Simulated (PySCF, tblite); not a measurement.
Compound: C₅H₅ClP₂.
SMILES with atom numbers: `[CH3:1][c:2]1[cH:3][cH:4][p:5][c:6]([Cl:7])[p:8]1` (hydrogens: H9, H10, H11 on C1; H12 on C3; H13 on C4)

Structure optimised with GFN2-xTB, isolated species.

**Question.** What internal coordinates does the optimisation give?

**Answer.** 
```
                 bond  length (pm)     order
                C1–C2        150.4    single
                C2–C3        138.6  aromatic
                C3–C4        137.9  aromatic
                C4–P5        173.4  aromatic
                P5–C6        173.9  aromatic
               C6–Cl7        174.7    single
                C6–P8        173.9  aromatic
                C2–P8        174.7  aromatic
C1–H9, C1–H10, C1–H11        108.9    single
               C3–H12        108.6    single
               C4–H13        108.4    single
```

Bonds in one row agree within 1 pm and their mean is given. Orders are formal, as drawn. A selection of angles:
```
    angle  degrees
 C1–C2–C3    117.9
 C1–C2–P8    115.4
 C3–C2–P8    126.7
 C2–C3–C4    127.7
 C3–C4–P5    129.1
 C4–P5–C6    100.9
P5–C6–Cl7    113.7
 P5–C6–P8    133.4
Cl7–C6–P8    112.9
 C2–P8–C6    102.2
```

The 8 heavy atoms lie in one plane (0.002 Å rms). The C–C distances run from 1.379 Å (C3–C4, aromatic) to 1.504 Å (C1–C2, drawn single), a spread of 0.125 Å. P8 (phosphorus bonded to 2 C) is bent (angle 102.2°). The 6-membered ring C2–C3–C4–P5–C6–P8 has internal angles of 100.9° to 133.4° (sum 720°, against 720° for a flat polygon); it is planar, 0.00 Å rms from its mean plane, widest ring torsion 0°.

Point group: near Cs, missed by 0.22 Å at most; the miss may be what the optimiser left on a soft mode. Its GFN2-xTB frequencies are all real (lowest 82 cm⁻¹).

All values are computed, not measured.
